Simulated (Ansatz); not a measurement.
Cost and result for the atomization energy of `O[SiH]1C=C1` (8 atoms, 8 bonds).

Total charge 0; spin multiplicity 1. Geometry: relaxed with PBE0-D4/def2-TZVP. It is one conformer, not always the lowest. Program: Ansatz. All runs use 2 threads of an Arm Neoverse V1 on a shared host. Times are those of one run each, without the atoms' runs, and a repeat can differ threefold. Electronic energies, without spin–orbit coupling; frozen cores. CCSD(T)/CBS adds CCSD(T) − MP2 in def2-TZVPP to the MP2 limit, and its time is that of the two runs behind it. T1 = 0.012. B3LYP takes the VWN-RPA correlation (the form of Gaussian; ORCA's B3LYP/G). HSE06 is the plane-wave form, built on full-range PBE exchange.

CCSD(T)/CBS is a level of theory with its own doubt, some kJ/mol a heavy atom from the limit and from the frozen cores, so smaller differences don't rank the functionals.

| level | functions | wall time | atomization (kcal/mol) | difference from CCSD(T)/CBS | per bond |
| --- | --- | --- | --- | --- | --- |
| BLYP-D4/def2-TZVPP | 191 | 2.7 s | 754.3 | -3.8 | -0.5 |
| CCSD(T)/def2-SVP | 80 | 2.9 s | 706.9 | -51.2 | -6.4 |
| HSE06-D4/def2-TZVPP | 191 | 3.6 s | 758.7 | 0.6 | 0.1 |
| CAM-B3LYP-D4/def2-TZVPP | 191 | 3.8 s | 758.0 | -0.1 | 0.0 |
| B3LYP-D4/def2-TZVPP (with forces) | 191 | 4.4 s | 754.2 | -3.9 | -0.5 |
| r2SCAN-D4/def2-TZVPP (with forces) | 191 | 6 s | 760.1 | 2.0 | 0.3 |
| r2SCANh-D4/def2-TZVPP | 191 | 6 s | 754.4 | -3.7 | -0.5 |
| B2PLYP/def2-TZVPP | 191 | 6 s | 749.1 | -9.0 | -1.1 |
| PBE-QIDH/def2-TZVPP | 191 | 6 s | 753.3 | -4.8 | -0.6 |
| ωB97X-V/def2-TZVPP | 191 | 9 s | 758.8 | 0.7 | 0.1 |
| MP2/def2-QZVPP | 361 | 17 s | 767.9 | 9.8 | 1.2 |
| CCSD(T)/def2-TZVPP | 191 | 52 s | 735.9 | -22.2 | -2.8 |
| CCSD(T)/CBS(def2) | – | 69 s | 758.1 | 0.0 | 0.0 |

At CCSD(T), def2-SVP lies −51.2 kcal/mol from the extrapolated value and def2-TZVPP −22.2 kcal/mol: correlation converges slowly with the basis, and small sets miss more of it in the bonded molecule than in its fragments. In def2-TZVPP, CCSD(T) changes the Hartree–Fock value by +192.8 kcal/mol (the triples alone add +13.2 kcal/mol) and MP2 by +211.5 kcal/mol; breaking electron pairs costs correlation energy, which Hartree–Fock lacks. From PBE to PBE0 (25 % exact exchange), in def2-TZVPP and without D4, the atomization energy moves by −15.0 kcal/mol: exact exchange takes away binding that semilocal exchange gives to molecules.
